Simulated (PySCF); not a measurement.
Fill in the blanks.

Species: F3Si(SH), F₃HSSi.
SMILES: `F[Si](F)(F)S`

Conformer (atom-mapped SMILES and torsion angles): `[F:1][Si:2]([F:3])([F:4])[SH:5]`: H–S5–Si2–F1 -60°.

```json
{"property": "point group of the GFN2-xTB geometry", "level": "GFN2-xTB", "value": "?"}
{"property": "rotational constants A, B, C of the GFN2-xTB geometry", "level": "GFN2-xTB", "value": "4.150, 2.322, 2.282 GHz"}
{"property": "dipole moment", "level": "PBE0/pcSseg-1", "value": "?"}
{"property": "HOMO energy", "level": "PBE0/pcSseg-1", "value": "?"}
{"property": "LUMO energy", "level": "PBE0/pcSseg-1", "value": "-0.19 eV"}
{"property": "1H chemical shifts (computed TMS as zero) by class", "level": "GIAO PBE0/pcSseg-1", "value": "1.12 (1 H) ppm"}
{"property": "isotropic shieldings of nuclei other than C and H, by class", "level": "GIAO PBE0/pcSseg-1", "value": "304 (3 F), 400 (1 Si), 739 (1 S) ppm"}
```

The electronic properties come from PySCF, for the isolated species, density fitting. NMR classes are plain means over equivalent atoms (diastereotopic ones count apart unless rotation or inversion swaps them), as if these changed places fast; in this geometry the members of some classes differ.

(1) Give the dipole moment.

(2) Give the HOMO energy.

(3) Give the point group of the GFN2-xTB geometry.

## Answers

(1) 1.99 D.

(2) -8.76 eV.

(3) Cs.

With B = h/(8π²I), that is 505.379 GHz u Å² over I, the principal moments of inertia are 121.8, 217.7 and 221.5 u Å² (most abundant isotopes). The rotational constants make it an asymmetric top with κ = (2B − A − C)/(A − C) = -0.96, nearer the prolate limit (−1). The dipole equals about 6.6 × 10⁻³⁰ C·m (1 D = 3.33564 × 10⁻³⁰ C·m).
